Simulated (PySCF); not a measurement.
## Peak assignment

Molfile (atoms numbered from 1):
```
C4H3ClO2Si
     RDKit          3D

 11 11  0  0  0  0  0  0  0  0999 V2000
   -0.7297    2.4698   -0.3856 O   0  0  0  0  0  0  0  0  0  0  0  0
   -0.3854    1.3188   -0.2381 C   0  0  0  0  0  0  0  0  0  0  0  0
    1.0139    0.9185   -0.0007 C   0  0  0  0  0  0  0  0  0  0  0  0
    1.2449   -0.3809    0.2589 C   0  0  0  0  0  0  0  0  0  0  0  0
    2.7904   -1.0388    0.5563 Cl  0  0  0  0  0  0  0  0  0  0  0  0
    0.0684   -1.3000    0.2835 C   0  0  0  0  0  0  0  0  0  0  0  0
    0.1390   -2.4607    0.5995 O   0  0  0  0  0  0  0  0  0  0  0  0
   -1.4796   -0.2709   -0.2426 Si  0  0  0  0  0  4  0  0  0  0  0  0
    1.7927    1.6657   -0.0377 H   0  0  0  0  0  0  0  0  0  0  0  0
   -2.5319   -0.2800    0.7644 H   0  0  0  0  0  0  0  0  0  0  0  0
   -1.9173   -0.6387   -1.5840 H   0  0  0  0  0  0  0  0  0  0  0  0
  1  2  2  0
  2  3  1  0
  3  4  2  0
  4  5  1  0
  4  6  1  0
  6  7  2  0
  6  8  1  0
  8  2  1  0
  3  9  1  0
  8 10  1  0
  8 11  1  0
M  END
```

- GIAO PBE0/pcSseg-1 shieldings
- structure optimised with GFN2-xTB
- program: PySCF 2.14.0 with density-fitted response routines
- a single conformation, non-relativistic, fast rotation and ring inversion assumed for equivalent nuclei, no solvent model

Referencing at the same level of theory: ¹³C and ¹H against TMS.

(1) Assign these signals to the numbered atoms. ¹³C{¹H} NMR (computed): δ 231.7 (C), 229.9 (C), 172.7 (C), 154.1 (CH).

(2) Assign these signals to the numbered atoms. ¹H NMR (300 MHz, computed): δ 7.33 (s, 1H), 4.13 (s, 2H).

## Answers

(1) 
231.7 → C2, carbonyl carbon
229.9 → C6, carbonyl carbon
172.7 → C4, β carbon of a C=C–C=O unit: conjugation with the carbonyl draws π density from the β position
154.1 → C3, β carbon of a C=C–C=O unit

C2 and C6 lie closer than the usual error of such a calculation, so a measured spectrum could show them in the other order.

(2) 
| δ (ppm) | atoms | environment | reason |
| --- | --- | --- | --- |
| 7.33 | H9 | hydrogen on a β carbon of a C=C–C=O unit | attached to an sp2 carbon and in the plane of the double bond |
| 4.13 | H10/H11 | hydrogen on a silicon bonded to 2 C, in a 5-membered ring | – |

Carbons that carry Cl, above all several Cl atoms, come out too deshielded, partly because spin–orbit coupling is missing. Shifts are as computed. Against solution values, carbons near 30 ppm lie about +3 ppm off and those near 130 ppm about +5 ppm; carbons on Cl a further +6 ppm. Of 1309 compounds with measured shifts, 239 miss one by over three times the rms of a fit or turn the order of signals round; such compounds aren't used in these exercises. Multiplicities follow the n + 1 count of equivalent neighbours, as no J values were calculated; m marks all less simple cases, F and P coupling included.
